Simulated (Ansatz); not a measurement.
(H2Ga-mu-OH)2 (Ga₂O₂H₆). The state is a triplet with charge 0. Geometry PBE-D4/def2-SVP, that of the neutral singlet; atoms count from 1.

```
atom    x (Å)    y (Å)    z (Å)
 Ga1  -0.8165   1.1055  -0.6930
  H2  -2.3840   0.9971  -0.5618
  H3   0.0150   2.2118  -1.4483
  O4   0.0390   0.6706   1.0248
 Ga5   0.8178  -1.1048   0.6924
  H6   2.3850  -0.9940   0.5599
  H7  -0.0113  -2.2127   1.4482
  O8  -0.0391  -0.6705  -1.0247
  H9   0.0671   1.1997   1.8358
 H10  -0.0730  -1.2028  -1.8334
```

At PBE0-D4/def2-TZVP a singlet of charge 0 lies 5.68 eV below the triplet at the same geometry.

(1) Estimate the Mulliken populations from the PBE0/def2-TZVP orbitals of Ansatz.

(2) Where does the spin sit?

(3) And the Mayer bond orders between heavy atoms (over 0.3)?

Results:

(1) 
| atom | charge (e) | spin (α − β) |
| --- | --- | --- |
| Ga1 | 0.10 | 0.54 |
| H2 | 0.01 | 0.17 |
| H3 | 0.01 | 0.17 |
| O4 | -0.44 | 0.08 |
| Ga5 | 0.10 | 0.54 |
| H6 | 0.01 | 0.17 |
| H7 | 0.01 | 0.17 |
| O8 | -0.44 | 0.08 |
| H9 | 0.31 | 0.04 |
| H10 | 0.31 | 0.04 |
Mulliken values depend strongly on the basis.

(2) Summed by element: Ga 1.08, H 0.77, O 0.16, of 2 unpaired in all. Largest on single atoms: Ga5 0.54, Ga1 0.54, H6 0.17.

(3) Ga1–O4 0.55 (1.97 Å); Ga1–Ga5 0.45 (3.08 Å); Ga1–O8 0.55 (1.97 Å); O4–Ga5 0.55 (1.97 Å); Ga5–O8 0.55 (1.97 Å).
